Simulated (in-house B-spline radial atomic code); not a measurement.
Configurations of Cl II (Cl+), with energies counted from [Ne] 3s2 3p4. Level of theory: non-relativistic LC-wPBE, spin-polarised, spherical fractional occupations, exact exchange averaged over the configuration, point nucleus; calculated with a radial B-spline atomic code at the basis-set limit. Shells without spins written out take the highest spin.

Occupations are held fixed; configurations that lie above the ionisation limit could autoionise.

| configuration | E - E(ref) (eV) | highest orbital | its <r> (bohr) |
| --- | --- | --- | --- |
| [Ne] 3s2 3p3 3d1 | 13.441 | 3d up | 2.503 |
| [Ne] 3s2 3p3 4p1 | 16.03 | 4p up | 5.001 |
| [Ne] 3s2 3p3 4f1 | 20.299 | 4f up | 8.745 |
| [Ne] 3s1 3p4 4d1 | 31.853 | 4d up | 7.086 |

Order these further configurations by energy, lowest first.
A. [Ne] 3s2 3p3 4s1
B. [Ne] 3s1 3p4 4f1
C. [Ne] 3s1 3p4 4p1
D. [Ne] 3s1 3p4 4s1

A (13.64 eV), D (26.489 eV), C (28.909 eV), B (33.233 eV).
